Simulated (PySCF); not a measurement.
Species: 3-methylstyrene, C₉H₁₀.
SMILES: `C=CC1=CC=CC(C)=C1`

Computed with PySCF at wB97X-D/def2-SVPD, non-relativistic, on one gas-phase PBE0-D3(BJ)/def2-SVP geometry that isn't relaxed in the solvent. The solvent is an IEF-PCM continuum (van der Waals radii × 1.2), and excitations are vertical TDDFT with non-equilibrium linear response and a frozen core. Specific hydrogen bonds and non-electrostatic terms are outside this model.

Gas-phase singlets (H = HOMO, L = LUMO):

```json
{"state": "S1", "E (eV)": "4.995", "λ (nm)": "248", "f": "0.040", "leading configurations": "H-1→L 51%, H→L+1 39%"}
{"state": "S2", "E (eV)": "5.065", "λ (nm)": "245", "f": "0.306", "leading configurations": "H→L 89%"}
{"state": "S3", "E (eV)": "6.262", "λ (nm)": "198", "f": "0.487", "leading configurations": "H→L+1 56%, H-1→L 40%"}
{"state": "S4", "E (eV)": "6.487", "λ (nm)": "191", "f": "0.409", "leading configurations": "H-1→L+1 81%, H-2→L 9%"}
{"state": "S5", "E (eV)": "6.846", "λ (nm)": "181", "f": "0.009", "leading configurations": "H→L+2 70%, H→L+3 18%"}
```

**Question.** What are the lowest 5 singlets in chloroform (ε = 4.711)?

**Answer.** 
| state | E (eV) | λ (nm) | f | leading configurations | change by rank (eV) |
| --- | --- | --- | --- | --- | --- |
| S1 | 4.929 | 252 | 0.453 | H→L 90% | -0.066 |
| S2 | 5.003 | 248 | 0.020 | H-1→L 55%, H→L+1 34% | -0.062 |
| S3 | 6.120 | 203 | 0.692 | H→L+1 58%, H-1→L 39% | -0.142 |
| S4 | 6.385 | 194 | 0.375 | H-1→L+1 85% | -0.102 |
| S5 | 6.838 | 181 | 0.011 | H→L+2 77%, H→L+3 11% | -0.008 |

**Question.** How does the list change in dimethylsulfoxide (ε = 46.83)?

**Answer.** 
| state | E (eV) | λ (nm) | f | leading configurations | change by rank (eV) |
| --- | --- | --- | --- | --- | --- |
| S1 | 4.929 | 252 | 0.462 | H→L 91% | -0.066 |
| S2 | 5.007 | 248 | 0.018 | H-1→L 56%, H→L+1 34% | -0.058 |
| S3 | 6.117 | 203 | 0.705 | H→L+1 58%, H-1→L 39% | -0.145 |
| S4 | 6.383 | 194 | 0.371 | H-1→L+1 86% | -0.104 |
| S5 | 6.822 | 182 | 0.011 | H→L+2 79%, H→L+3 8% | -0.024 |

**Question.** The ground-state energy changes by -0.167 eV from gas to dimethylsulfoxide. By how much does the total energy of gas-phase S2 change?

**Answer.** E(S2) = E(S0) + excitation energy, so it changes by -0.167 − 0.136 = -0.303 eV: it is lowered more than the ground state, which is what a red shift means. This is the vertical state, with the slow part of the continuum still set for S0.

**Question.** How do the frontier levels move from gas to dimethylsulfoxide?

**Answer.** 
```
orbital  gas (eV)  solvent (eV)  change (eV)
 LUMO+2      2.41          2.47        +0.06
 LUMO+1      1.57          1.52        -0.05
   LUMO      0.57          0.51        -0.06
   HOMO     -8.20         -8.27        -0.07
 HOMO-1     -8.89         -8.95        -0.06
 HOMO-2    -10.48        -10.56        -0.08
 HOMO-3    -11.40        -11.34        +0.06
```

The HOMO–LUMO gap goes from 8.77 to 8.79 eV.

Conformer computed: `[CH2:1]=[CH:2][c:3]1[cH:4][cH:5][cH:6][c:7]([CH3:8])[cH:9]1`: C1–C2–C3–C4 0°.

Note: wB97X-D ran without an empirical dispersion term, which enters the total energy and its gradient alone.
